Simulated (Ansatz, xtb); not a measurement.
Relative energy of two conformers of CH10AlNSi

We compare X, `C[SiH2][NH2+][AlH3-]`, a singlet, with Y, `C[SiH2][NH2+][AlH3-]`, a singlet. Both are isolated molecules in the gas phase, relaxed with PBE0-D3(BJ)/def2-SVP.

X (Å):

```yaml
atoms:
  - { symbol: C, position_ang: [-2.4482, 2.4817, 1.3900] }
  - { symbol: Al, position_ang: [0.2818, 0.2620, 0.5101] }
  - { symbol: N, position_ang: [0.0681, 2.2005, -0.1976] }
  - { symbol: Si, position_ang: [-0.8356, 3.2895, 0.9404] }
  - { symbol: H, position_ang: [-3.0513, 2.2729, 0.4931] }
  - { symbol: H, position_ang: [-2.2724, 1.5341, 1.9202] }
  - { symbol: H, position_ang: [-3.0289, 3.1499, 2.0447] }
  - { symbol: H, position_ang: [-1.0567, 4.5867, 0.2291] }
  - { symbol: H, position_ang: [0.0868, 3.5065, 2.0849] }
  - { symbol: H, position_ang: [1.0107, 2.5534, -0.3795] }
  - { symbol: H, position_ang: [-0.3877, 2.1351, -1.1109] }
  - { symbol: H, position_ang: [-1.0532, -0.4039, -0.0905] }
  - { symbol: H, position_ang: [1.6866, -0.1415, -0.1555] }
  - { symbol: H, position_ang: [0.2694, 0.5640, 2.0929] }
```

Y (Å):

```xyz
14

C    -1.5387   -0.6656    2.4032
Al    2.4907   -2.5725    0.4280
N     0.5224   -2.4253    1.0763
Si    0.0817   -0.7104    1.4696
H    -1.8072    0.3763    2.6403
H    -2.3604   -1.0963    1.8102
H    -1.4702   -1.2156    3.3549
H    -0.0227   -0.0231    0.1568
H     1.1989   -0.1850    2.2964
H    -0.0718   -2.8144    0.3410
H     0.4297   -3.0492    1.8808
H     3.2072   -2.9292    1.8220
H     2.6782   -1.0684   -0.1172
H     2.3585   -3.7398   -0.6685
```

Q: Estimate which is lower in electronic energy at CCSD(T)/def2-SVP + ΔMP2/def2-TZVPP, and by roughly how much.

A: The CCSD(T)/def2-SVP + ΔMP2/def2-TZVPP calculation puts structure X lower, by 4.67 kJ/mol.

Level by level:

| level | geometry | E(Y) − E(X) (kJ/mol) | departure from the last row (kJ/mol) | job, with rough time for the two |
| --- | --- | --- | --- | --- |
| PBE0-D3(BJ)/def2-SVP | PBE0-D3(BJ)/def2-SVP | +5.49 | +0.82 | optimisation, 74 s |
| HF/def2-SVP | PBE0-D3(BJ)/def2-SVP | +2.85 | −1.82 | part of the CCSD(T) run |
| MP2/def2-SVP | PBE0-D3(BJ)/def2-SVP | +4.83 | +0.16 | part of the CCSD(T) run |
| CCSD(T)/def2-SVP | PBE0-D3(BJ)/def2-SVP | +4.65 | −0.02 | single point |
| CCSD(T)/def2-SVP + ΔMP2/def2-TZVPP | PBE0-D3(BJ)/def2-SVP | +4.67 |  | single point, 23 s |

None of the levels shown reverses the order. The largest departure from CCSD(T)/def2-SVP + ΔMP2/def2-TZVPP is that of HF/def2-SVP, 1.82 kJ/mol. Levels run at GFN2-xTB geometries aren't shown. The last row adds to CCSD(T) the change of the MP2 difference between the two basis sets, here +0.02 kJ/mol.

With harmonic frequencies from PBE0-D3(BJ)/def2-SVP (ideal gas, rigid rotor, one conformer each, 298.15 K, 1 atm): on the last row, ΔE + ΔZPE = +4.08 kJ/mol. A mode under 50 cm⁻¹ makes harmonic enthalpies and free energies unreliable, so none is given.

The correlated steps freeze 12 core orbitals. Run with Ansatz 0.2.0; the last row on 2 threads of Intel(R) Xeon(R) 6975P-C (Granite Rapids) on a shared host.
